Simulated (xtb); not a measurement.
C2H5S, doublet, at a GFN2-xTB geometry. Base run: GFN0-xTB (xtb).

Geometry (Å):
```xyz
8

C      1.4826     0.6593    -0.0166
C     -0.0315     0.7840     0.0025
S     -0.8447    -0.8237     0.0082
H     -0.3710     1.3120     0.8954
H     -0.3930     1.3167    -0.8790
H      1.9340     1.6495    -0.0195
H      1.8306     0.1184     0.8604
H      1.8088     0.1231    -0.9048
```
Charge 0, spin multiplicity 2.
All else is at xtb's defaults.
Base energy -10.22535 Eh.

The base run was repeated with changes; each row names its change, and settings that it needs were set with it.

```csv
change,ΔE vs base (mEh)
base,0.000
etemp = 5000,-20.776
etemp = 3000,-11.732
```
